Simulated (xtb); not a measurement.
F$_{3}$In, triplet, at a GFN2-xTB geometry (such geometries of metal compounds can be far from the true shape) (a higher spin typed on purpose: for a closed-shell molecule this is an excited state); xtb with GFN1-xTB.

Here is a job for xtb.
```
$ xtb mol.xyz --gfn 1 --uhf 2 --etemp 3000 --json

# file mol.xyz
4

In    -0.00000000    -0.00000000    -0.00000000
F     -1.99079778    -1.21099599     0.03539377
F      0.01794243     2.18957193    -0.79780488
F      1.97285535    -0.97857595     0.76241111
```

The log (banner, timings and long lists left out):

```
   ID    Z sym.   atoms
    1   49 In     1
    2    9 F      2-4

           -------------------------------------------------
          |                Calculation Setup                |
           -------------------------------------------------

molecular fragmentation (1/2 indicates fragments):
1112
# atoms in fragment 1/2:     3     1
 fragment masses (1/2) :      152.81       19.00
CMA distance (Bohr)    :   4.951
constraining FC (au)   :  0.0500

           -------------------------------------------------
          |                 G F N 1 - x T B                 |
           -------------------------------------------------

          ...................................................
          :                      SETUP                      :
          :.................................................:
          :  # basis functions                  22          :
          :  # atomic orbitals                  21          :
          :  # shells                            9          :
          :  # electrons                        24          :
          :  # halogen bonds                     0          :
          :  max. iterations                   250          :
          :  Hamiltonian                  GFN1-xTB          :
          :  restarted?                      false          :
          :  GBSA solvation                  false          :
          :  PC potential                    false          :
          :  electronic temp.         3000.0000000     K    :
          :  accuracy                    1.0000000          :
          :  -> integral cutoff          0.2500000E+02      :
          :  -> integral neglect         0.1000000E-07      :
          :  -> SCF convergence          0.1000000E-05 Eh   :
          :  -> wf. convergence          0.2000000E-04 e    :
          :  Broyden damping             0.4000000          :
          :  net charge                          0          :
          :  unpaired electrons                  2          :
          ...................................................

 iter      E             dE          RMSdq      gap      omega  full diag
   1    -16.8858198 -0.168858E+02  0.283E+00    8.21       0.0  T
   2    -16.8888354 -0.301565E-02  0.174E+00    8.74       1.0  T
   3    -16.8888555 -0.200694E-04  0.224E-01    8.93       1.0  T
   4    -16.8889261 -0.706263E-04  0.781E-03    8.84       6.4  T
   5    -16.8889261  0.240263E-09  0.631E-04    8.84      79.2  T
[...]
         :: total energy             -16.889217361343 Eh    ::
[...]
        11        1.8407           -0.5338561             -14.5270
        12        1.8365           -0.5335618             -14.5190
        13        1.0302           -0.4850987             -13.2002 (HOMO)
        14                         -0.1603078              -4.3622 (LUMO)
        15                         -0.1603078              -4.3622
        16                         -0.1523088              -4.1445
        17                         -0.1431643              -3.8957
        18                         -0.1431643              -3.8957
        19                         -0.1423271              -3.8729
        20                          0.0371864               1.0119
        21                          0.0371864               1.0119
      -------------------------------------------------------------
                  HL-Gap            0.3247909 Eh            8.8380 eV
             Fermi-level           -0.4228278 Eh          -11.5057 eV

  Mulliken/CM5 charges         n(s)   n(p)   n(d)
     1In    0.67413  0.71143   1.818  0.425  0.083
     2F    -0.22471 -0.23714   1.923  5.302  0.000
     3F    -0.22471 -0.23714   1.923  5.302  0.000
     4F    -0.22471 -0.23714   1.923  5.302  0.000

Wiberg/Mayer (AO) data.
largest (>0.10) Wiberg bond orders for each atom

 ---------------------------------------------------------------------------
     #   Z sym  total        # sym  WBO       # sym  WBO       # sym  WBO
 ---------------------------------------------------------------------------
     1  49 In   1.203 --     3 F    0.401     4 F    0.401     2 F    0.401
     2   9 F    0.603 --     1 In   0.401     3 F    0.101     4 F    0.101
     3   9 F    0.603 --     1 In   0.401     4 F    0.101     2 F    0.101
     4   9 F    0.603 --     1 In   0.401     3 F    0.101     2 F    0.101
 ---------------------------------------------------------------------------

Topologies differ in total number of bonds
Writing topology from bond orders to xtbtopo.mol

 dipole moment from electron density (au)
     X       Y       Z
   0.0000   0.0000  -0.0000  total (Debye):    0.000

           -------------------------------------------------
          | TOTAL ENERGY              -16.889217361343 Eh   |
          | GRADIENT NORM               0.008791788212 Eh/α |
          | HOMO-LUMO GAP               8.838009882451 eV   |
           -------------------------------------------------

normal termination of xtb
```
